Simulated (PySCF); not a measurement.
trisilylphosphine (H9PSi3), SMILES [SiH3]P([SiH3])[SiH3].

Geometry: r2SCAN-D4/def2-SVP.

Computed with HF/def2-TZVP in PySCF.

The molecule is in vacuum.

The total energy comes out as -1212.83025 hartree and the point group is C3. The highest occupied level is -9.70 eV. The lowest empty level is 2.80 eV. The orbital gap is 12.50 eV and the dipole moment is 0.62 D. The quadrupole, principal values (traceless, Buckingham form, about the centre of nuclear charge) is -3.01, 1.51, 1.51 D·Å and the mean static polarisability is 104.6 bohr³ (15.50 Å³). The polarisability, principal values is 90.2, 111.8, 111.8 bohr³.
